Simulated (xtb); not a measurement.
1,3-oxasiletane-2,4-dione (C₂H₂O₃Si), SMILES O=C1OC(=O)[SiH2]1. All values are semi-empirical tight-binding results from xtb (GFN2-xTB unless named), good for trends rather than for accurate numbers. Geometry optimised at GFN2-xTB.

Optimised geometry:

Bonds (Å): O1–C2 1.187, C2–O3 1.388, C2–Si6 1.949, O3–C4 1.388, C4–O5 1.187, C4–Si6 1.949, Si6–H7 1.455, Si6–H8 1.455. Bond angles (°): O1–C2–O3 123.7, O1–C2–Si6 141.5, O3–C2–Si6 94.8, C2–O3–C4 102.7, O3–C4–O5 123.7, O3–C4–Si6 94.8, O5–C4–Si6 141.5, C2–Si6–C4 67.6, C2–Si6–H7 116.1, C2–Si6–H8 116.1, C4–Si6–H7 116.1, C4–Si6–H8 116.1, H7–Si6–H8 116.1.
Charge 0, spin multiplicity 1.

```json
{
  "point_group_as_xtb_finds_it": "C2v",
  "orbital_gap": "3.29 eV",
  "dipole_moment": "4.75 D",
  "zero_point_energy": "23.1 kcal/mol",
  "G − E(el) at 298.15 K (modified RRHO)": "4.7 kcal/mol",
  "static polarisability (D4 model)": "58.3 bohr³",
  "solvation energy, GFN2-xTB/ALPB(water)": "-4.1 kcal/mol",
  "solvation energy, GFN2-xTB/ALPB(methanol)": "-6.3 kcal/mol"
}
```

Computed atomic charges and the Wiberg bond orders between heavy atoms:
charges (e) O1 -0.31, C2 0.24, O3 -0.26, C4 0.24, O5 -0.31, Si6 0.43, H7 -0.01, H8 -0.01. Bond orders O1–C2 1.91, C2–O3 1.04, O3–C4 1.04, C4–O5 1.91, C2–Si6 0.78, C4–Si6 0.78.
